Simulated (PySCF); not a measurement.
AgCl, SMILES [Cl][Ag], multiplicity 1. Heavy atoms are numbered as in [Ag:1][Cl:2].

Coordinates come from a B3LYP-D3(BJ)/def2-TZVPD optimisation. The multiplicity is an assumed one; other spin states were not compared. The def2 effective core potentials stand for the cores of Ag; spin–orbit coupling is left out.

These are M06-2X/def2-TZVPD (PySCF) values and carry that method's errors.

Mulliken values depend strongly on the basis, most of all with diffuse functions as here. ESP charges are fitted to the potential on shells at 1.4 to 2.0 van der Waals radii. Atomic charges (e), one atom of each kind:

```tsv
atom	Mulliken	ESP fit
Ag1	0.55	___
Cl2	-0.55	___
```

**Question.** What belongs in the gaps? (An estimate is asked for; the answer gives what the named calculation found.)

**Answer.** 
- Ag1, ESP fit: 0.57
- Cl2, ESP fit: -0.57
